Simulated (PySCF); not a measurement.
# Computed records: Ge2H7NSi

Calculation on a computer-drawn molecule: the log of a Hartree-Fock and frozen-core CCSD(T) single point meant for a local Hartree-Fock minimum, with one planted fault or none, to be diagnosed. Offsets are logged minus clean, where the clean run is the same molecule without the fault. The reference is restricted for singlets and unrestricted otherwise, and also for a bond in bohr or an excited solution. Adding or removing an electron swaps singlet and doublet. The excited solution moves the top pair (singlet) or top alpha electron (doublet) to the lowest empty orbital. Highest occupied and lowest empty are orbital energies over both spins, largest force is the largest gradient component, triples share is (T) over the correlation energy, the T1 limit is 0.02 restricted and 0.045 unrestricted, electrons count all cores, a negative frequency is imaginary (commonest isotopes), and the dipole is about the centre of nuclear charge; on germanium a core potential holds 10 electrons, which the energies leave out, and 3d is frozen in MP2 and coupled-cluster steps. Program: PySCF 2.14.0.

```yaml
- formula: Ge2H7NSi
  logged_structure:
    atoms_angstrom:
      - [Si, -0.1164, -0.1395, -0.2526]
      - [Ge, -2.0648, 0.6256, 0.9604]
      - ["N", -1.9359, 0.585, 2.7914]
      - [Ge, -0.7051, 0.1112, 3.8177]
      - [H, 0.2023, -1.5501, 0.0862]
      - [H, 1.0735, 0.687, 0.0747]
      - [H, -0.361, -0.0518, -1.7136]
      - [H, -3.2662, -0.243, 0.5539]
      - [H, -2.3637, 2.0744, 0.5418]
      - [H, 0.6724, -0.4274, 3.423]
      - [H, -0.8957, 0.1935, 5.3245]
  given:
    meant_charge: 0
    meant_multiplicity: 1
    meant_basis: "cc-pV(D+d)Z"
    meant_basis_and_core_potential_on_germanium: "cc-pVDZ-PP ECP10MDF"
    logged_electrons: 92
    logged_basis_functions: 118
    logged_SCF_converged: "yes"
    logged_spin_squared: 0.0
    "logged_highest_occupied [eV]": -3.9182
    "logged_lowest_empty [eV]": -3.2595
    "logged_largest_force [hartree/bohr]": 0.16643
    logged_CC_converged: "no"
    "logged_dipole_magnitude [debye]": 7.3032
    logged_SCF_stable_within_its_kind: "no"
    "logged_energy_HF [hartree]": -933.78986
    possible_faults: "no fault, one electron removed, one electron added, multiplicity raised by two, geometry at a saddle point, SCF held on an excited solution, minimal basis STO-3G, one bond length entered in bohr, all coordinates scaled"
    drawn_bonds_atom: [1, 2, 3, 1, 1, 1, 2, 2, 4, 4]
    drawn_bonds_other_atom: [2, 3, 4, 5, 6, 7, 8, 9, 10, 11]
    drawn_bonds_order: [1, 1, 2, 1, 1, 1, 1, 1, 1, 1]
  results: {}
  notes: ["CCSD not converged"]
```

Questions
1. Which fault was planted in the run of Ge2H7NSi?

Calculated values
1. SCF held on an excited solution

Further results for Ge2H7NSi:

| Quantity | Value |
| --- | --- |
| HF energy offset from clean run | 226.3 kcal/mol |
